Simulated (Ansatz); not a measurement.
Total energies of the cluster Cu₂H₂⁺ (the lowest doublet isomer of a short search) from Ansatz at PBE0-D4/def2-TZVP, gas phase (1 Eh = 27.2114 eV = 2625.5 kJ/mol). The reference geometry is relaxed at r2SCAN-D4/def2-TZVP.

```csv
atom,x (Å),y (Å),z (Å)
Cu1,0.139,0.050,1.139
Cu2,-0.139,-0.050,-1.138
H3,-0.993,-0.648,0.149
H4,0.994,0.648,-0.149
```

```json
{"state": "charge 1 doublet", "geometry": "reference", "energy (Eh)": "-3281.44635"}
{"state": "charge 0 singlet", "geometry": "reference", "energy (Eh)": "-3281.70725"}
{"state": "charge 1 quartet", "geometry": "relaxed at r2SCAN-D4/def2-TZVP", "energy (Eh)": "-3281.31570"}
```

(1) Work out the vertical electron affinity, to the singlet.

(2) Which of the charge 1 states is lowest, and how far above it are the others?

(1) E(charge 1 doublet) − E(charge 0 singlet) = -3281.44635 − (-3281.70725) = 0.26090 Eh = 7.10 eV.

(2) The doublet. quartet: -3281.31570 − (-3281.44635) = 0.13065 Eh = 343.0 kJ/mol.

The structure comes from a short search, and lower isomers may exist.
